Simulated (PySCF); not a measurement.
Computed properties of C₃H₁₀O₂Si, SMILES [SiH3]OC[C@H](O)C

C₃H₁₀O₂Si, SMILES C[C@@H](O)CO[SiH3]. Geometry: B3LYP-D3(BJ)/def2-SVP. The values are those of a single conformer. All values are computed for the isolated molecule unless a solvent is named; none is compared with measurement here.

**Structure.** All 42 harmonic modes at B3LYP-D3(BJ)/def2-SVP (PySCF) are real, so it is a minimum. With heavy atoms numbered as in [CH3:1][C@@H:2]([OH:3])[CH2:4][O:5][SiH3:6], the shortest bond between them is C2–O3 at 1.414 Å and the longest O5–Si6 at 1.671 Å.

**Vibrations.** The strongest infrared lines (harmonic, unscaled, degenerate partners summed) lie at 989 cm⁻¹ (382 km/mol, H 84 %, Si 12 %), 2209 cm⁻¹ (148 km/mol, H 96 %), 961 cm⁻¹ (128 km/mol, H 93 %). The softest mode is at 38 cm⁻¹ and the zero-point energy is 80.8 kcal/mol.

**Electronic structure.** ωB97X/def2-TZVP (PySCF) places the frontier levels at -10.26 and 2.02 eV, a gap of 12.28 eV, and gives a dipole moment of 1.94 D and a mean polarisability of 70.2 bohr³. PBE/def2-TZVP (PySCF) at the same geometry gives -6.12 and -0.86 eV, so its gap is 7.02 eV narrower. An orbital gap is neither the optical nor the fundamental gap.

**Excitations.** TDA-CAM-B3LYP/def2-SVPD (PySCF) has S1 at 7.17 eV (173 nm, f = 0.003, weak); the most intense of the 6 singlets computed lies at 8.26 eV (f = 0.06). T1 (TDA) is at 6.82 eV, 0.35 eV under S1. TDA-PBE/def2-SVPD (PySCF) puts S1 at 5.37 eV. No vertical singlet excitation falls in the visible range (under 3.1 eV).

**NMR.** GIAO shifts at HF/pcSseg-1 (PySCF) (non-relativistic, atoms alike by connectivity averaged): ¹³C from 22.9 to 66.8 ppm against TMS; ¹H from 1.6 to 4.6 ppm against TMS; ²⁹Si at -34.6 ppm against TMS.

**Solvation.** SMD-M06-2X/def2-SVP (PySCF) gives -3.3 kcal/mol in water, -6.1 kcal/mol in ethanol, -6.0 kcal/mol in 2-propanol (1 M in both phases, gas-phase geometry).
